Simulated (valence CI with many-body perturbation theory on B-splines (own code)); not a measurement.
# E1 transitions of Pd6+

Calculated by relativistic CI+MBPT: four valence electrons over a frozen Dirac-Fock core [Kr], radial functions for each j: 7 s, 7 p, 8 d, 6 f, 4 g, 1 h, with the one-electron correlation potential Σ1 (screened to all orders), the two-electron term Σ2, the three-electron term Σ3, Breit, model QED; selected single and double excitations, second order for the rest, scaled by the run's own slope (own B-spline code, finite nucleus).

No measured levels were compared; by estimate terms of the open shell hold to 2 to 4 % of their energy, and close levels can change places; different configurations can be misplaced against each other by 1,000 to 8,000 cm⁻¹. The list stops below the first excitations out of the core.

Lines 1 to 50 of 423 in falling wavelength, among levels below 38.944 eV, chosen from the strongest by gf and those to the six lowest levels. Wavelengths and rates use the calculated energies, so an error of 2000 cm⁻¹ moves a line at 9303 Å by 19 % and its rate by three times that or more. Electric multipoles are in the length gauge, E1 and E2 with the static RPA response of the core. Weak lines are less certain than strong ones. Lines between different terms over intervals too small for the method are left out, as are lines whose strength nearly cancels. The highest levels of a list are the least certain.

Names give the largest LS component (configuration and term), which can be under half, so a name can repeat, a term be missing and a line seem to break the LS rules; names also repeat where a configuration has a term twice. Letters in brackets count levels of one name in rising energy.

| λ vac (Å) | Upper | Lower | A (s⁻¹) | log gf | Branch % |
| --- | --- | --- | --- | --- | --- |
| 9303 | 4d3 5p 5G°_2 | 4d3 5s 1D_2 [b] | 6.90e-01 | -7.35 | 0.0 |
| 7386 | 4d3 5p 5G°_3 | 4d3 5s 1D_2 [b] | 4.31e+01 | -5.61 | 0.0 |
| 7278 | 4d3 5p 3D°_1 | 4d3 5s 1D_2 [b] | 8.40e+01 | -5.70 | 0.0 |
| 6259 | 4d3 5p 3D°_2 | 4d3 5s 1D_2 [b] | 2.99e+00 | -7.06 | 0.0 |
| 6246 | 4d3 5p 5G°_2 | 4d3 5s 3D_1 | 1.60e+02 | -5.33 | 0.0 |
| 6182 | 4d3 5p 5G°_2 | 4d3 5s 3D_2 | 8.61e+00 | -6.61 | 0.0 |
| 6089 | 4d3 5p 5G°_2 | 4d3 5s 3D_3 [b] | 3.65e-01 | -7.99 | 0.0 |
| 5273 | 4d3 5p 5G°_3 | 4d3 5s 3D_2 | 2.06e+02 | -5.22 | 0.0 |
| 5263 | 4d3 5p 3D°_1 | 4d3 5s 3D_1 | 1.90e+02 | -5.62 | 0.0 |
| 5221 | 4d3 5p 5D°_3 | 4d3 5s 1D_2 [b] | 4.88e+02 | -4.85 | 0.0 |
| 5218 | 4d3 5p 3D°_1 | 4d3 5s 3D_2 | 2.47e+02 | -5.52 | 0.0 |
| 5205 | 4d3 5p 5G°_3 | 4d3 5s 3D_3 [b] | 2.36e+01 | -6.17 | 0.0 |
| 4807 | 4d3 5p 5D°_1 | 4d3 5s 1D_2 [b] | 4.91e+01 | -6.29 | 0.0 |
| 4708 | 4d3 5p 3D°_2 | 4d3 5s 3D_1 | 1.40e+02 | -5.63 | 0.0 |
| 4672 | 4d3 5p 3D°_2 | 4d3 5s 3D_2 | 6.24e+02 | -4.99 | 0.0 |
| 4619 | 4d3 5p 3D°_2 | 4d3 5s 3D_3 [b] | 9.58e+01 | -5.81 | 0.0 |
| 4482 | 4d3 5p 5D°_2 | 4d3 5s 1D_2 [b] | 3.05e+01 | -6.34 | 0.0 |
| 4458 | 4d3 5p 5G°_4 | 4d3 5s 3D_3 [b] | 2.76e+02 | -5.13 | 0.0 |
| 4341 | 4d3 5p 5F°_1 | 4d3 5s 1D_2 [b] | 3.14e+02 | -5.57 | 0.0 |
| 4069 | 4d3 5p 5D°_3 | 4d3 5s 3D_2 | 4.60e+02 | -5.10 | 0.0 |
| 4028 | 4d3 5p 5D°_3 | 4d3 5s 3D_3 [b] | 1.65e+03 | -4.55 | 0.0 |
| 3968 | 4d3 5p 5D°_0 | 4d3 5s 3D_1 | 1.25e+04 | -4.53 | 0.0 |
| 3836 | 4d3 5p 5D°_1 | 4d3 5s 3D_1 | 1.49e+03 | -5.01 | 0.0 |
| 3812 | 4d3 5p 5D°_1 | 4d3 5s 3D_2 | 1.01e+04 | -4.18 | 0.0 |
| 3627 | 4d3 5p 5D°_2 | 4d3 5s 3D_1 | 8.99e+02 | -5.05 | 0.0 |
| 3605 | 4d3 5p 5D°_2 | 4d3 5s 3D_2 | 3.29e+02 | -5.49 | 0.0 |
| 3589 | 4d3 5p 5D°_4 | 4d3 5s 3D_3 [b] | 1.61e+04 | -3.55 | 0.0 |
| 3573 | 4d3 5p 5D°_2 | 4d3 5s 3D_3 [b] | 7.13e+03 | -4.17 | 0.0 |
| 3534 | 4d3 5p 5F°_1 | 4d3 5s 3D_1 | 1.07e+04 | -4.22 | 0.0 |
| 3514 | 4d3 5p 5F°_1 | 4d3 5s 3D_2 | 2.17e+01 | -6.92 | 0.0 |
| 3013 | 4d3 5p 5G°_2 | 4d3 5s 1F_3 | 3.48e+03 | -4.63 | 0.0 |
| 2779 | 4d3 5p 5G°_3 | 4d3 5s 1F_3 | 1.94e+03 | -4.80 | 0.0 |
| 2617 | 4d3 5p 5G°_2 | 4d3 5s 3F_2 [b] | 7.87e+04 | -3.39 | 0.0 |
| 2603 | 4d3 5p 3D°_2 | 4d3 5s 1F_3 | 1.17e+04 | -4.23 | 0.0 |
| 2591 | 4d3 5p 5G°_2 | 4d3 5s 3F_3 [b] | 1.49e+04 | -4.13 | 0.0 |
| 2551 | 4d3 5p 5G°_4 | 4d3 5s 1F_3 | 9.86e+02 | -5.06 | 0.0 |
| 2439 | 4d3 5p 5G°_3 | 4d3 5s 3F_2 [b] | 3.78e+03 | -4.63 | 0.0 |
| 2427 | 4d3 5p 3D°_1 | 4d3 5s 3F_2 [b] | 3.23e+05 | -3.07 | 0.0 |
| 2416 | 4d3 5p 5G°_3 | 4d3 5s 3F_3 [b] | 9.25e+04 | -3.25 | 0.0 |
| 2404 | 4d3 5p 5D°_3 | 4d3 5s 1F_3 | 1.18e+04 | -4.14 | 0.0 |
| 2398 | 4d3 5p 5G°_3 | 4d3 5s 3F_4 [b] | 4.86e+03 | -4.53 | 0.0 |
| 2339 | 4d3 5p 5G°_2 | 4d3 5s 1P_1 | 6.17e+03 | -4.60 | 0.0 |
| 2315 | 4d3 5p 5G°_2 | 4d3 5s 1D_2 [a] | 3.83e+03 | -4.81 | 0.0 |
| 2302 | 4d3 5p 3D°_2 | 4d3 5s 3F_2 [b] | 5.05e+02 | -5.70 | 0.0 |
| 2282 | 4d3 5p 3D°_2 | 4d3 5s 3F_3 [b] | 4.02e+05 | -2.80 | 0.0 |
| 2242 | 4d3 5p 5G°_4 | 4d3 5s 3F_3 [b] | 5.60e+04 | -3.42 | 0.0 |
| 2241 | 4d3 5p 5D°_4 | 4d3 5s 1F_3 | 1.94e+04 | -3.88 | 0.0 |
| 2234 | 4d3 5p 5D°_2 | 4d3 5s 1F_3 | 4.39e+04 | -3.78 | 0.0 |
| 2226 | 4d3 5p 5G°_4 | 4d3 5s 3F_4 [b] | 7.36e+04 | -3.31 | 0.0 |
| 2186 | 4d3 5p 3D°_1 | 4d3 5s 1P_1 | 8.45e+04 | -3.74 | 0.0 |
